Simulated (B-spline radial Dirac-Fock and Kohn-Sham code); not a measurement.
**Kohn-Sham estimates against Dirac-Fock for the levels of Lu³²⁺**

System: Lu³²⁺, [Kr] 4d3.

The density-functional columns are spherical, spin-unpolarised Dirac-Kohn-Sham results without Breit or QED terms: −ε is minus the orbital energy of the initial state and ΔSCF the difference of two total energies. The reference in the last column comes from relaxed Dirac-Fock hole states (ΔSCF) with Breit and QED corrections and a finite nucleus. All numbers are from an atomic code on a B-spline grid, in eV; a selection of levels is shown. The Kohn-Sham columns are given as differences from the reference. For the 1s level of heavy atoms much of the gap between ΔSCF and the reference is the Breit and QED part, -305.3 eV here; for other levels the error of the functional can be larger.

```tsv
level	LDA −ε − DF	LDA ΔSCF − DF	Dirac-Fock
1s	-257.9	+291.5	64597.5
2s	-179.4	-59.0	12169.5
2p1/2	-135.0	+12.5	11642.0
2p3/2	-146.4	-14.6	10537.1
3s	-100.4	-50.5	3758.8
3p1/2	-83.1	-30.8	3529.6
3p3/2	-81.6	-32.2	3285.3
3d3/2	-57.5	-1.6	2903.7
3d5/2	-58.6	-3.8	2851.5
4s	-40.4	-14.4	1618.3
4p1/2	-26.6	-0.5	1515.2
4p3/2	-27.3	-2.3	1443.8
4d	-22.5	+2.8	1283.5
```

Values without a named source are computed, but for edge energies of neutral atoms, which are taken from tables.
